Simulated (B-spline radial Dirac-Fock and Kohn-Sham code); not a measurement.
## Total and shell-resolved photoionisation of S⁷⁺

System: sulfur as S⁷⁺, [He] 2s2 2p5.

Input of the calculation (task.json; shells as n, l, electrons):

```json
{"items": [{
  "Z": 16,
  "q": 7,
  "cfg": [[1, 0, 2], [2, 0, 2], [2, 1, 5]],
  "A": 32,
  "rrms": 3.2611,
  "do": ["binding", "quiet", "photo"],
  "hv": [34.4, 36.2, 51.7, 60.2, 185.0, 349.0, 786.0, 1330.0, 2450.0, 2960.0, 4540.0, 8070.0, 10100.0, 13100.0, 15500.0, 16300.0, 16400.0, 20800.0, 21200.0, 27200.0, 27700.0, 41400.0, 42800.0, 63200.0]
}]}
```

Run with: `python xray_run.py task.json out`

Level of theory: a relativistic central-field model (Hartree-Slater potential of the initial state, Latter tail, multipole expansion of the photon field, Dirac-Fock thresholds); an atomic code on a B-spline grid.

Computed thresholds (eV): K 2662.0, L1 389.0, L2 331.7, L3 330.3.

```csv
photon energy (eV),total (b),K (%),L (%)
349,1.323e+06,–,100.0
786,226900,–,100.0
1330,57670,–,100.0
2450,10990,–,100.0
2960,76000,91.4,8.6
4540,24490,91.9,8.1
8070,4917,92.2,7.8
10100,2573,92.3,7.7
13100,1197,92.3,7.7
15500,724.9,92.4,7.6
16300,623.3,92.4,7.6
16400,611.9,92.4,7.6
20800,297.8,92.4,7.6
21200,281.0,92.4,7.6
27200,130.8,92.4,7.6
27700,123.7,92.4,7.6
41400,35.40,92.4,7.6
42800,31.89,92.4,7.6
63200,9.307,92.3,7.7
```

Question: With what power of the photon energy does the total fall between 42800 and 63200 eV?

Answer: As E^-3.16. The non-relativistic Born limit for an s electron far above threshold is E^-3.5; near threshold and at relativistic energies the fall is slower.

Run: 0.83 s of CPU time on 1 thread of Neoverse-V2 (shared host), peak memory 0.28 GiB.
